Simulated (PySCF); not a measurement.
# Peak assignment

Atoms are numbered as in `[CH3:1][CH2:2][n:3]1[n:4][c:5]([F:6])[cH:7][c:8]1[SiH3:9]`. Each H is labelled by its parent atom.

Isolated molecule, no relativistic terms, fast rotation and ring inversion assumed for equivalent nuclei, single conformer. Shieldings: GIAO PBE0/pcSseg-1; GFN2-xTB geometry; PySCF 2.14.

Shifts are taken against calculated references (same method and geometry level): ¹³C, ¹H against TMS.

Question: Assign these signals to the numbered atoms. ¹³C{¹H} NMR (computed): δ 173.5, 133.2, 107.0, 50.7, 19.5.

Answer: 
| δ (ppm) | atoms | environment | reason |
| --- | --- | --- | --- |
| 173.5 | C5 | aromatic carbon bearing fluorine | the electronegative substituent deshields the carbon that carries it |
| 133.2 | C8 | substituted aromatic carbon next to a ring nitrogen | – |
| 107.0 | C7 | aromatic CH | – |
| 50.7 | C2 | sp3 CH2 bonded to N | the inductive effect lowers its shielding |
| 19.5 | C1 | methyl carbon | saturated and bonded to C and H only |

Question: Assign these signals to the numbered atoms. ¹H NMR (400 MHz, computed): δ 6.09 (m, 1H), 4.48 (s, 3H), 4.13 (q, 2H), 1.42 (t, 3H).

Answer: 
6.09 → H(C7), hydrogen on an aromatic CH: ring-current deshielding
4.48 → H(Si9), hydrogen on a silicon bonded to C
4.13 → H(C2), hydrogen on an sp3 CH2 bonded to N: its carbon carries N, hence the downfield position
1.42 → H(C1), hydrogen on a methyl carbon

Splittings by ¹⁹F in the carbon and heteronuclear signals aren't shown, as no couplings were computed. Shifts are as computed. Against solution values, carbons near 30 ppm lie about +3 ppm off and those near 130 ppm about +5 ppm. Of 1211 compounds with measured shifts, 218 miss one by over three times the rms of a fit or turn the order of signals round; such compounds aren't used in these exercises. Multiplicities follow the n + 1 count of equivalent neighbours, as no J values were calculated; m marks all less simple cases, F and P coupling included.
